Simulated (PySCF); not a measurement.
# Atomic charges against the basis set

CH5F2NSi.
Bonds: C1–N2, N2–Si3, Si3–F4, Si3–F5. Hydrogens: H6, H7, H8 on C1; H9 on N2; H10 on Si3.

PBE0 throughout (PySCF), one geometry, spherical d and f functions. One conformer (not necessarily the lowest) at the PBE0-D3(BJ)/def2-SVP geometry, without solvent, vibrations or thermal averaging. Atoms taken as equivalent share a column and are averaged.

Mulliken charges (e):

```
        basis  functions      C1      N2     Si3   F4/F5  H6/H7/H8      H9     H10
       STO-3G         34  -0.152  -0.533  +0.961  -0.263    +0.075  +0.174  -0.151
        6-31G         59  -0.298  -0.935  +1.393  -0.463    +0.183  +0.363  -0.148
     pcSseg-0         59  -0.390  -1.111  +1.633  -0.507    +0.232  +0.350  -0.161
       6-31G*         84  -0.371  -0.729  +1.111  -0.408    +0.185  +0.362  -0.112
      cc-pVDZ         99  +0.012  -0.333  +0.787  -0.317    +0.053  +0.116  -0.107
     def2-SVP         99  +0.050  -0.476  +0.956  -0.350    +0.049  +0.154  -0.132
  aug-cc-pVDZ        164  +0.813  -0.337  +1.166  -0.617    -0.179  -0.149  +0.279
6-311+G(2d,p)        173  -0.352  -0.742  +1.503  -0.511    +0.147  +0.235  -0.062
    def2-TZVP        191  -0.286  -0.411  +0.755  -0.318    +0.134  +0.228  -0.052
      cc-pVTZ        224  -0.189  -0.240  +0.648  -0.287    +0.097  +0.141  -0.076
     IGLO-III        234  -0.371  -0.409  +1.360  -0.479    +0.124  +0.193  -0.187
```

IAO charges (e):

| basis | functions | C1 | N2 | Si3 | F4/F5 | H6/H7/H8 | H9 | H10 |
| --- | --- | --- | --- | --- | --- | --- | --- | --- |
| STO-3G | 34 | -0.311 | -0.579 | +1.217 | -0.375 | +0.126 | +0.199 | -0.152 |
| 6-31G | 59 | -0.319 | -0.673 | +1.397 | -0.504 | +0.151 | +0.282 | -0.133 |
| pcSseg-0 | 59 | -0.302 | -0.678 | +1.422 | -0.496 | +0.144 | +0.269 | -0.150 |
| 6-31G* | 84 | -0.292 | -0.699 | +1.527 | -0.524 | +0.140 | +0.272 | -0.180 |
| cc-pVDZ | 99 | -0.290 | -0.689 | +1.507 | -0.522 | +0.140 | +0.273 | -0.176 |
| def2-SVP | 99 | -0.282 | -0.686 | +1.520 | -0.522 | +0.136 | +0.268 | -0.184 |
| aug-cc-pVDZ | 164 | -0.301 | -0.705 | +1.526 | -0.533 | +0.145 | +0.282 | -0.172 |
| 6-311+G(2d,p) | 173 | -0.303 | -0.717 | +1.555 | -0.538 | +0.146 | +0.283 | -0.181 |
| def2-TZVP | 191 | -0.301 | -0.718 | +1.571 | -0.540 | +0.145 | +0.280 | -0.187 |
| cc-pVTZ | 224 | -0.302 | -0.713 | +1.558 | -0.536 | +0.145 | +0.280 | -0.184 |
| IGLO-III | 234 | -0.304 | -0.719 | +1.566 | -0.539 | +0.146 | +0.283 | -0.184 |

Hirshfeld charges (e):

```csv
basis,functions,C1,N2,Si3,F4/F5,H6/H7/H8,H9,H10
STO-3G,34,+0.020,-0.291,+0.601,-0.177,+0.011,+0.093,-0.103
6-31G,59,-0.041,-0.254,+0.556,-0.230,+0.044,+0.129,-0.061
pcSseg-0,59,-0.050,-0.244,+0.582,-0.226,+0.040,+0.124,-0.079
6-31G*,84,-0.042,-0.241,+0.495,-0.200,+0.042,+0.132,-0.070
cc-pVDZ,99,-0.055,-0.234,+0.499,-0.194,+0.042,+0.130,-0.077
def2-SVP,99,-0.058,-0.235,+0.511,-0.198,+0.042,+0.130,-0.079
aug-cc-pVDZ,164,-0.067,-0.253,+0.535,-0.207,+0.047,+0.129,-0.070
"6-311+G(2d,p)",173,-0.060,-0.251,+0.533,-0.208,+0.045,+0.129,-0.071
def2-TZVP,191,-0.063,-0.248,+0.516,-0.200,+0.045,+0.132,-0.072
cc-pVTZ,224,-0.064,-0.246,+0.514,-0.197,+0.045,+0.130,-0.074
IGLO-III,234,-0.068,-0.248,+0.516,-0.199,+0.046,+0.129,-0.069
```

Some averages cover members that differ in this geometry, most widely: H6/H7/H8, Mulliken in aug-cc-pVDZ -0.246 to -0.125 e.

Question: Which scheme is steadiest as the basis changes?

Answer: Largest range over the bases for any column: Hirshfeld 0.11 e, IAO 0.35 e, Mulliken 1.20 e. Hirshfeld charges move least and Mulliken charges most, counted in e. Without the minimal STO-3G basis the ranges are Hirshfeld 0.09, IAO 0.17, Mulliken 1.20 e.

Question: How much do the charges still move between the two largest bases, cc-pVTZ and IGLO-III?

Answer: At most, over all atoms: Mulliken 0.712 e, IAO 0.008 e, Hirshfeld 0.005 e.

Question: What do the same runs give for the total energy, the frontier levels and the dipole moment?

Answer: 
```csv
basis,energy (Eh),HOMO (eV),LUMO (eV),μ (D)
STO-3G,-577.2491,-3.69,7.32,1.20
6-31G,-584.6026,-7.34,1.20,3.33
pcSseg-0,-583.7316,-7.34,1.42,3.04
6-31G*,-584.7372,-7.18,1.51,2.62
cc-pVDZ,-584.7597,-7.24,1.25,2.72
def2-SVP,-584.4445,-7.30,1.31,2.68
aug-cc-pVDZ,-584.7957,-7.46,-0.20,2.73
"6-311+G(2d,p)",-584.8812,-7.51,0.05,2.79
def2-TZVP,-584.9187,-7.46,0.72,2.69
cc-pVTZ,-584.8999,-7.40,0.81,2.63
IGLO-III,-584.9227,-7.46,0.44,2.68
```

The dipole is fixed by the density alone, so its range of 2.13 D shows that the density itself changes with the basis, not only its division among atoms.
